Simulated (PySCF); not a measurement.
Species: C10H10 (charge +1 and doublet state).
Z-matrix (Å and degrees, PBE0-D3(BJ)/def2-SVP geometry), rows numbered from 1:
```
C 
C   1  1.3820
C   2  1.4723  1  122.28
C   3  1.5239  2  114.17  1   -20.50
C   4  1.4929  3  114.59  2    33.65
C   5  1.3876  4  122.09  3   155.75
C   6  1.3967  5  120.37  4   174.93
C   7  1.4145  6  121.44  5    -0.34
C   8  1.3738  7  119.51  6     0.62
C   1  1.4163  2  121.54  3    -0.49
H   1  1.0934  2  119.57  3  -176.97
H   2  1.0949  1  118.96  3   176.31
H   3  1.1128  2  105.72  1   101.19
H   3  1.1017  2  110.36  1  -147.26
H   4  1.1084  3  108.30  2   -84.86
H   4  1.0992  3  111.23  2   159.91
H   6  1.0922  5  119.87  4    -4.55
H   7  1.0931  6  119.34  5  -179.98
H   8  1.0917  7  119.83  6  -179.66
H   9  1.0923  8  120.89  7   179.29
```

Identity: `c1cccc2c1CC[CH+][CH]2` [radical] (charge +1).

Level of theory: PySCF, UKS B3LYP, IGLO-III on C, pcH-1 on H, non-relativistic, mean-field spin-orbit, GIAO. The structure is a single PBE0-D3(BJ)/def2-SVP conformer in the gas phase; no vibrational or solvent corrections. Stability of the SCF solution: not tested.

Principal values of hyperfine tensors in MHz (contact and dipolar terms together), for some of the nuclei:

```
atom  isotope      A1      A2      A3
 H13       1H  114.62  115.03  122.24
 H15       1H   66.14   66.92   71.31
 H14       1H   28.97   30.80   37.24
 H12       1H  -41.26  -28.53   -9.32
  C7      13C   -2.04   -0.91   55.16
 H18       1H  -25.89  -17.57   -5.74
  C6      13C  -25.90   -9.79   -8.66
  C5      13C   -4.53   -3.95   39.83
```

**Question.** Split each tensor into its isotropic and traceless parts, and turn a_iso into mT with g = 2.0026.

**Answer.** a_iso is a third of the trace, T = A − a_iso, and a(mT) = a(MHz)/(g × 13.996).

| atom | a_iso (MHz) | a_iso (mT) | T1 | T2 | T3 |
| --- | --- | --- | --- | --- | --- |
| H13 | 117.30 | 4.185 | -2.67 | -2.27 | 4.95 |
| H15 | 68.12 | 2.430 | -1.98 | -1.21 | 3.19 |
| H14 | 32.34 | 1.154 | -3.36 | -1.54 | 4.91 |
| H12 | -26.37 | -0.941 | -14.89 | -2.16 | 17.05 |
| C7 | 17.40 | 0.621 | -19.44 | -18.31 | 37.76 |
| H18 | -16.40 | -0.585 | -9.49 | -1.17 | 10.66 |
| C6 | -14.79 | -0.528 | -11.12 | 4.99 | 6.12 |
| C5 | 10.45 | 0.373 | -14.98 | -14.40 | 29.38 |

**Question.** What spin density at the nucleus of H15 lies behind its contact coupling (g_N = 5.58569)?

**Answer.** a_FC = 800.24 MHz bohr³ × g_N × ρ(0)/(2S). With a_FC = 68.12 MHz and 2S = 1, ρ(0) = 0.01524 bohr⁻³. In magnitude that is 4.8 % of the 1/π = 0.318 of a free hydrogen atom.

**Question.** C2 (13C, g_N = 1.40482) isn't in the table. Its spin density at the nucleus is 0.02349 bohr⁻³. What is its contact coupling?

**Answer.** By the same relation, a_FC = 26.4 MHz. Its full tensor has the principal values -4.65, -4.14, 88.02 MHz.

**Question.** Name the largest traceless tensor T of the table and describe it.

**Answer.** C7: -19.4, -18.3, 37.8 MHz, nearly axial, close to the ratio −1:−1:+2.

**Question.** What first-order splitting does H13 cause when the field lies along A1, A2 or A3 of its tensor (g taken as isotropic, no quadrupole term)?

**Answer.** 2 lines (I = 1/2), spaced by |A_i|/(g × 13.996): 4.09, 4.10, 4.36 mT along the axes of A1, A2 and A3.

The SMILES draws the unpaired electron on C1; the largest computed Mulliken spin population is on C2 (0.39 against 0.05).
